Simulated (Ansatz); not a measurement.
Consider the hydrogenolysis of a B–C bond: `CB(Cl)N=C=O` + H₂ → `O=C=NBCl` + CH₄.

Program: Ansatz. Geometries: PBE0-D4/def2-TZVP. ΔE: electronic, gas phase. CBS: MP2 limit from def2 TZ/QZ plus the TZ coupled-cluster correction, frozen cores. This one scheme is used for every species. DFT in def2-TZVPP. B3LYP here is the variant with VWN-RPA as its local correlation; programs differ in this. Each species was taken in one conformer, which may not be the lowest.

`CB(Cl)N=C=O`:

Cartesian coordinates in Å:
```
C -0.977 0.324 1.074
B -0.111 -0.408 0.012
Cl -0.343 -2.141 -0.261
N 0.860 0.263 -0.769
C 1.701 0.221 -1.626
O 2.525 0.271 -2.440
H -2.022 0.335 0.743
H -0.659 1.353 1.243
H -0.974 -0.218 2.024
```

H₂:

```xyz
2

H    -0.223    0.160    0.253
H     0.223   -0.160   -0.253
```

`O=C=NBCl`:

Cartesian coordinates in Å:
```
O 2.478 0.604 -0.635
C 1.340 0.439 -0.496
N 0.146 0.323 -0.428
B -1.004 -0.196 0.190
Cl -0.876 -1.221 1.604
H -2.085 0.051 -0.234
```

CH₄:

Cartesian coordinates in Å:
```
C 0.000 0.000 0.000
H -0.039 -0.134 -1.081
H 0.412 0.982 0.229
H 0.633 -0.771 0.439
H -1.006 -0.077 0.412
```

Is it downhill or uphill in electronic energy at CCSD(T)/CBS, and by how much? (Estimate.)

Ansatz gave: Downhill: ΔE = -13.8 kJ/mol.

What do these levels give: PBE-D4, r2SCAN-D4, r2SCANh-D4, CAM-B3LYP-D4, PBE, B3LYP, r2SCANh, BHLYP, CAM-B3LYP, HF/def2-SVP, MP2/def2-SVP, MP2/CBS(def2)? (An estimate is asked.)

Ansatz gave: PBE-D4 -11.3, r2SCAN-D4 -11.1, r2SCANh-D4 -11.9, CAM-B3LYP-D4 -18.1, PBE -16.4, B3LYP -25.2, r2SCANh -13.4, BHLYP -26.6, CAM-B3LYP -22.7, HF/def2-SVP -35.1, MP2/def2-SVP -15.2, MP2/CBS(def2) -9.2 kJ/mol.

Largest T1 diagnostic among the species: 0.016.

In def2-TZVPP, CCSD(T) changes the Hartree–Fock value by +19.5 kJ/mol (the triples alone add +3.6 kJ/mol) and MP2 by +24.1 kJ/mol. The D4 term adds +8.1 kJ/mol with B3LYP and +4.5 kJ/mol with PBE0; it sums over pairs of atoms, weighted by their polarisabilities, and B3LYP, whose exchange is more repulsive, gets the larger term.
